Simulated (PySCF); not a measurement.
Coordinates in bohr (charge 1 multiplicity 3):
```
Co    0.0000   -0.1095    0.0000
H     0.0000    3.2009    0.7504
H     0.0000    3.2009   -0.7504
```

All numbers come from UPBE0/[Co def2-TZVP, H def2-TZVP], no relativity, density fitting, PySCF.

This geometry of CoH₂⁺ is a stationary point at this level.

Task: What is the point group?

Result: C2v.

Task: Is it a minimum?

Result: Yes: all harmonic wavenumbers are real.

Task: Which band is strongest in the infrared?

Result: 785 cm⁻¹ (a1), 37 km/mol.

Task: What are the dipole moment and the gap between the highest occupied and lowest empty levels of either spin?

Result: 0.38 D about the centre of mass and 4.54 eV.

Task: Give the ideal-gas entropy at 298.15 K and 1 bar by parts.

Result: translation 160.1, rotation 53.1, vibration 1.2, spin 9.1; total 223.5 J/(mol K).

Other isomers or separated fragments may lie lower. Other spin states or occupations of the open shell can lie lower.
